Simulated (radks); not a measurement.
Spherical quantum dot in the effective-mass picture: electrons in a well V = -V0 / (1 + exp((r - R)/a)) with V0 = 58.2, R = 1.31, a = 0.15, all in effective atomic units (hartree* = m*/eps^2 hartree, bohr* = eps/m* bohr), one dielectric constant everywhere. Method: non-relativistic Kohn-Sham, exchange-only LDA, spin-polarised, spherical densities; computed with a radial shooting solver with Libxc functionals. Levels are named by radial order and angular momentum (1s, 1p, 1d, 2s, ...), and open shells are averaged over m. Results are scaled to m* = 0.031 and eps = 9.3, for which hartree* = 9.753 meV and bohr* = 15.88 nm.

N = 6, configuration 1s2 1p(up 3, down 1). This is the lowest configuration that the search found. Occupied and some empty levels:

| level | occupation | eigenvalue (meV) | <r> (nm) |
|---|---|---|---|
| 1s up | 1 | -458.27 | 9.838 |
| 1s down | 1 | -455.98 | 9.824 |
| 1p up | 3 | -425.41 | 11.69 |
| 1p down | 1 | -423.03 | 11.70 |
| 1d up | 0 | -384.25 | 12.99 |
| 1d down | 0 | -381.95 | 13.01 |
| 2s up | 0 | -364.92 | 10.69 |
| 2s down | 0 | -363.21 | 10.70 |
| 1f up | 0 | -336.37 | 14.02 |
| 1f down | 0 | -334.21 | 14.04 |

Energy (meV): total -2822.86, kinetic 272.02, external -3271.6, Hartree 225.67, exchange-correlation -48.924.
